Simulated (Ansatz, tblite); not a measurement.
Isomers of Zn3S3⁻ (doublet), found by a short tight-binding search and relaxed with B3LYP-D4/def2-SVPD in Ansatz.

The xTB rows come from tblite. Correlated methods freeze 42 core orbitals.

A: At PBE-D4/def2-TZVPD, r2SCAN-D4/def2-TZVPD the gap within one spin of the charge -1 doublet nearly closes, so an electron or hole may be smeared out by delocalisation error.

Other spin states weren't relaxed.

A:

```xyz
6

Zn   -2.464    0.250   -0.513
Zn    3.939   -0.992    1.196
Zn    0.730   -0.332    0.035
S     2.657    0.689    0.300
S    -3.781    1.883   -0.809
S    -1.081   -1.499   -0.210
```

B:

Cartesian coordinates in Å:
```
Zn 1.971 0.131 -0.038
Zn -0.956 -1.961 -0.915
Zn -0.730 0.200 1.114
S 0.213 0.673 -1.648
S 1.143 -0.299 2.127
S -1.641 1.256 -0.639
```

C:

```xyz
6

Zn   -1.6049   -0.5383   -0.6032
Zn    1.1472    0.7213   -1.1852
Zn    0.4958   -0.1970    1.9289
S     2.2006    0.7543    0.7513
S    -0.6294    0.2483   -2.4466
S    -1.6093   -0.9887    1.5547
```

Q: Estimate their order by electronic energy at r2SCAN0-D4/def2-TZVPD, counted from the lowest.

A: C (0.00) < A (1.41) < B (2.52), in eV.

Q: Do the other levels pick the same lowest one?

A: Not GFN1-xTB. Energies above each level's lowest (eV):

| level | A | B | C |
| --- | --- | --- | --- |
| GFN1-xTB | 0.12 | 0.00 | 0.57 |
| GFN2-xTB | 0.49 | 0.57 | 0.00 |
| HF/def2-TZVPD | 0.77 | 2.46 | 0.00 |
| PBE-D4/def2-TZVPD | 1.24 | 2.13 | 0.00 |
| r2SCAN-D4/def2-TZVPD | 1.37 | 2.51 | 0.00 |
| r2SCANh-D4/def2-TZVPD | 1.41 | 2.51 | 0.00 |
| PBE0-D4/def2-TZVPD | 1.39 | 2.30 | 0.00 |
| r2SCAN0-D4/def2-TZVPD | 1.41 | 2.52 | 0.00 |
| MP2/def2-TZVPD | 1.21 | 2.48 | 0.00 |
Point groups (tolerance 0.1 Å): A not assigned, B not assigned, C C2v. Lower isomers may exist.
